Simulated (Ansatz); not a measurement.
The cluster Ga4As4⁻. Charge -1, multiplicity 4. Geometry r2SCAN-D4/def2-SVP; atoms count from 1.

```csv
atom,x (Å),y (Å),z (Å)
Ga1,-1.278,-0.883,1.256
Ga2,-1.832,1.127,-0.455
Ga3,1.710,-0.509,1.412
Ga4,0.355,-1.011,-1.329
As5,-0.306,0.999,-2.442
As6,0.286,-2.582,0.457
As7,-0.185,1.422,1.591
As8,1.250,1.437,-0.491
```

At PBE0-D4/def2-SVP a doublet of charge -1 lies 0.71 eV below the quartet, each at its own geometry. The structure comes from a short search, and lower isomers may exist.

Q: Estimate the Mulliken populations from the PBE0/def2-SVP orbitals of Ansatz.

A: 
```
atom  charge (e)  spin (α − β)
 Ga1        0.00          0.86
 Ga2        0.01          0.73
 Ga3        0.00          0.20
 Ga4        0.03          0.39
 As5       -0.24          0.12
 As6       -0.29          0.23
 As7       -0.28          0.42
 As8       -0.21          0.04
```
Mulliken values depend strongly on the basis.

Q: Where does the spin sit?

A: Summed by element: Ga 2.18, As 0.82, of 3 unpaired in all. Largest on single atoms: Ga1 0.86, Ga2 0.73, As7 0.42.

Q: And the Mayer bond orders between heavy atoms (over 0.3)?

A: Ga1–Ga2 0.48 (2.70 Å); Ga1–As6 0.90 (2.44 Å); Ga1–As7 0.65 (2.57 Å); Ga2–As5 0.75 (2.51 Å); Ga2–As7 0.59 (2.64 Å); Ga3–As6 0.59 (2.69 Å); Ga3–As7 0.46 (2.71 Å); Ga3–As8 0.41 (2.76 Å); Ga4–As5 0.88 (2.39 Å); Ga4–As6 0.96 (2.38 Å); Ga4–As8 0.50 (2.74 Å); As5–As8 0.85 (2.53 Å); As7–As8 0.85 (2.53 Å).
